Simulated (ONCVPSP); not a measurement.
**titanium: excitation energies, all-electron against ONCV**

ONCVPSP 4.0.1 input, shortened (lines: element, Z, core and valence counts, functional; n l f; lmax; l rc ep ncon nbas qcut; lloc lpopt rc5 dvloc0; l nproj debl; icmod fcfact rcfact), PBE, scalar-relativistic:

```
  Ti 22.00    5    2        4      upf
    1    0    2.00
    2    0    2.00
    2    1    6.00
    3    0    2.00
    3    1    6.00
    3    2    2.00
    4    0    2.00
    2
    0    2.55    0.00    4    9    2.40
    1    2.40    0.43    4    8    3.00
    2    1.45    0.00    4    8    8.90
    4    5    1.10    2.00
    0    3    3.90
    1    1    2.40
    2    2    1.30
    1    0.45    0.00
```

Energies are relative to the spin-unpolarised reference configuration 3d2 4s2; without spin polarisation the order of configurations can differ from experiment.

```tsv
valence configuration	charge	ΔE all-electron (eV)	error AE − PS (meV)
3d2 4s1	+1	7.347	-4.8
3d1 4s0	+3	47.867	-294
3d3 4s0	+1	7.395	-227
```

Question: What are ΔE and the potential's error for 3d2 4s0?

Answer: ΔE = 20.919 eV all-electron; the error (AE − PS) is -23 meV.

Note: no bound ghost flagged but for a GHOST(-) flag that falls on a real empty level of the atom; GHOST(+) flagged for p at 4.9 eV, s at 110.3 eV.
